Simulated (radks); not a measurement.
Neutral caesium inside a hard spherical wall (all orbitals vanish at R), configuration held at [Xe] 6s1 and not refilled when levels cross. Calculated with a radial shooting solver on a logarithmic mesh with Libxc functionals: scalar-relativistic Kohn-Sham, LDA (Slater exchange, Perdew-Wang correlation), spin-polarised, spherical densities, point nucleus; open shells are filled with parallel spins first (spin-orbit coupling, left out, can overturn this in heavy ions). Eigenvalues in eV for spin up, with the zero of energy where the potential of the charges vanishes at infinity; a dash marks a level that is unbound or too diffuse for the functional's potential to be trusted. A positive occupied level is held by the wall or, in an anion where self-interaction has pushed it up, behind a barrier. The pressure on the wall is -dE/dV.

[
 {"R (bohr)": "free", "E (hartree)": "-7780.8377", "kinetic (hartree)": "8196.173", "e(4d)": "-74.211", "e(5s)": "-26.866", "e(5p)": "-13.592", "e(6s)": "-2.387", "e(6p, empty)": "-0.883", "e(5d, empty)": "-0.592", "pressure (GPa)": "0"},
 {"R (bohr)": "12", "E (hartree)": "-7780.8361", "kinetic (hartree)": "8196.186", "e(4d)": "-74.082", "e(5s)": "-26.740", "e(5p)": "-13.470", "e(6s)": "-2.279", "e(6p, empty)": "-0.568", "e(5d, empty)": "-0.419", "pressure (GPa)": "0.0196"},
 {"R (bohr)": "10", "E (hartree)": "-7780.8308", "kinetic (hartree)": "8196.216", "e(4d)": "-73.848", "e(5s)": "-26.514", "e(5p)": "-13.253", "e(6s)": "-2.022", "e(6p, empty)": "-0.021", "e(5d, empty)": "-0.135", "pressure (GPa)": "0.116"},
 {"R (bohr)": "8", "E (hartree)": "-7780.8091", "kinetic (hartree)": "8196.310", "e(4d)": "-73.320", "e(5s)": "-26.015", "e(5p)": "-12.782", "e(6s)": "-1.182", "e(6p, empty)": "1.514", "e(5d, empty)": "0.566", "pressure (GPa)": "0.749"},
 {"R (bohr)": "7", "E (hartree)": "-7780.7783", "kinetic (hartree)": "8196.430", "e(4d)": "-72.835", "e(5s)": "-25.573", "e(5p)": "-12.371", "e(6s)": "-0.134", "e(6p, empty)": "3.249", "e(5d, empty)": "1.273", "pressure (GPa)": "2.14"},
 {"R (bohr)": "5", "E (hartree)": "-7780.5115", "kinetic (hartree)": "8197.500", "e(4d)": "-70.097", "e(5s)": "-23.324", "e(5p)": "-10.214", "e(6s)": "7.147", "e(6p, empty)": "13.717", "e(5d, empty)": "5.185", "pressure (GPa)": "30.6"},
 {"R (bohr)": "4", "E (hartree)": "-7779.8359", "kinetic (hartree)": "8200.250", "e(4d)": "-65.113", "e(5s)": "-19.504", "e(5p)": "-6.145", "e(6s)": "21.024", "e(6p, empty)": "31.241", "e(5d, empty)": "11.837", "pressure (GPa)": "184"},
 {"R (bohr)": "3", "E (hartree)": "-7776.7427", "kinetic (hartree)": "8211.640", "e(4d)": "-51.173", "e(5s)": "-7.427", "e(5p)": "8.048", "e(6s)": "66.206", "e(6p, empty)": "83.210", "e(5d, empty)": "32.805", "pressure (GPa)": "1680"}
]
